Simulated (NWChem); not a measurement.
Molecule: Si2H4OClF; SMILES Cl[SiH2]O[SiH2]F

```xyz
9

Si    -0.6474    -1.7458    -0.2342
F     -0.1562    -2.3682     1.1767
O      0.3213    -0.4689    -0.6161
Si     0.9576     0.9804    -0.1518
Cl    -0.3649     1.9404     1.1102
H     -2.0519    -1.3003    -0.0662
H     -0.4746    -2.7779    -1.2825
H      1.1431     1.8178    -1.3612
H      2.2263     0.7665     0.5873
```
Atoms are numbered in this order, from 1.

Computed with NWChem. Structure relaxed at the PBE0/def2-SVP level. Level: PBE0/def2-SVP with SMD (1 M gas to 1 M solution), gas-phase geometry. Reactions with the solvent are ignored.

For solvent toluene:

* **solvation free energy (kcal/mol)**: -2.4
* **cavity-dispersion-structure term (kcal/mol)**: -1.3
* **dipole in solution (D)**: 1.74

Q: What are these values for solvent water?

A: 
| Item | Value |
|---|---|
| solvation free energy (kcal/mol) | 1.1 |
| cavity-dispersion-structure term (kcal/mol) | 3.3 |
| dipole in solution (D) | 1.89 |
